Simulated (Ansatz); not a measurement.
One change: `CN1C[SiH]1F` becomes `F[SiH]1CN1CS`.

Ansatz, PBE0-D4/def2-TZVP geometries, multiplicity 1. Each molecule was computed in one conformer, which needn't be the lowest.

```csv
property,`CN1C[SiH]1F`
HOMO energy (B3LYP/def2-TZVPP) / eV,-6.47
HOMO–LUMO gap (PBE/def2-TZVPP) / eV,5.08
HOMO energy (ωB97M-V/def2-TZVPP) / eV,-8.99
HOMO energy (PBE0/def2-TZVPP) / eV,-6.70
HOMO energy (PBE/def2-TZVPP) / eV,-5.39
LUMO energy (ωB97M-V/def2-TZVPP) / eV,2.16
```

(1) Give the same properties after the change, and the shifts. (Estimate.)

Results:

(1) The calculation gave: 
```json
{"property": "HOMO energy (B3LYP/def2-TZVPP) / eV", "`F[SiH]1CN1CS`": "-6.66", "shift": "-0.19"}
{"property": "HOMO–LUMO gap (PBE/def2-TZVPP) / eV", "`F[SiH]1CN1CS`": "5.08", "shift": "0.00"}
{"property": "HOMO energy (ωB97M-V/def2-TZVPP) / eV", "`F[SiH]1CN1CS`": "-9.12", "shift": "-0.13"}
{"property": "HOMO energy (PBE0/def2-TZVPP) / eV", "`F[SiH]1CN1CS`": "-6.90", "shift": "-0.20"}
{"property": "HOMO energy (PBE/def2-TZVPP) / eV", "`F[SiH]1CN1CS`": "-5.65", "shift": "-0.26"}
{"property": "LUMO energy (ωB97M-V/def2-TZVPP) / eV", "`F[SiH]1CN1CS`": "1.97", "shift": "-0.19"}
```

Positive LUMOs are unbound, so they and the gaps depend on the basis.

B3LYP here is the variant with VWN-RPA as its local correlation; programs differ in this.
